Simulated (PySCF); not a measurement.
# The 18-electron isoelectronic series, spin-free X2C

Calculated with PySCF 2.14 from differences of total energies of unrestricted determinants, without spin-orbit coupling. Each ion has its own even-tempered basis scaled to its charge (18s12p4d4f for the first); frozen: 1s2. Ionisation energies in eV, correlation energies of the ion in mhartree.

| ion | configuration | UHF | LDA | PBE | PBE0 | r2SCAN | MP2 (outer shells) | CCSD (outer shells) | E_corr MP2 | E_corr CCSD(T) | NIST (with spin-orbit, Breit and QED) |
| --- | --- | --- | --- | --- | --- | --- | --- | --- | --- | --- | --- |
| Pr⁴¹⁺ | [Ar] (1S) | 3267.1 | 3268.1 | 3268.5 | 3268.7 | 3269.4 | 3268.1 | 3268.0 | -653.3 | -663.1 | 3227 ± 4 (t) |
| Nd⁴²⁺ | [Ar] (1S) | 3414.2 | 3415.2 | 3415.6 | 3415.8 | 3416.6 | 3415.2 | 3415.1 | -655.2 | -664.9 | 3371 ± 4 (t) |
| Pm⁴³⁺ | [Ar] (1S) | 3564.7 | 3565.6 | 3566.1 | 3566.3 | 3567.1 | 3565.8 | 3565.7 | -657.0 | -666.6 | 3519 ± 4 (t) |
| Eu⁴⁵⁺ | [Ar] (1S) | 3876.0 | 3876.9 | 3877.4 | 3877.6 | 3878.4 | 3877.1 | 3877.0 | -662.4 | -671.9 | 3823 ± 4 (t) |
| Gd⁴⁶⁺ | [Ar] (1S) | 4036.8 | 4037.6 | 4038.1 | 4038.4 | 4039.2 | 4037.9 | 4037.8 | -665.8 | -675.3 | 3980 ± 4 (t) |
| Tb⁴⁷⁺ | [Ar] (1S) | 4201.1 | 4201.9 | 4202.4 | 4202.6 | 4203.5 | 4202.1 | 4202.1 | -668.6 | -678.1 | 4139 ± 4 (t) |
| Dy⁴⁸⁺ | [Ar] (1S) | 4368.8 | 4369.5 | 4370.1 | 4370.3 | 4371.3 | 4369.9 | 4369.8 | -672.4 | -681.9 | 4303 ± 4 (t) |
| Ho⁴⁹⁺ | [Ar] (1S) | 4540.0 | 4540.7 | 4541.3 | 4541.6 | 4542.5 | 4541.1 | 4541.0 | -676.5 | -686.0 | 4469 ± 4 (t) |
| Er⁵⁰⁺ | [Ar] (1S) | 4714.8 | 4715.4 | 4716.1 | 4716.3 | 4717.3 | 4715.8 | 4715.8 | -680.2 | -689.8 | 4639 ± 4 (t) |

Interpolate the row of Sm⁴⁴⁺.

configuration [Ar] (1S); UHF 3718.7; LDA 3719.5; PBE 3720.0; PBE0 3720.2; r2SCAN 3721.0; MP2 (outer shells) 3719.7; CCSD (outer shells) 3719.6; E_corr MP2 -659.8; E_corr CCSD(T) -669.3; NIST (with spin-orbit, Breit and QED) 3669 ± 4 (t).

Each ion has its own basis, which adds noise of up to about 0.1 % along the series.

NIST values marked (s) are semi-empirical, (t) theoretical. Open shells are high-spin determinants of the terms that Hund's rules give.

Spin-orbit coupling of the open shells is absent from the calculated values and included in NIST's; it grows fast with Z.
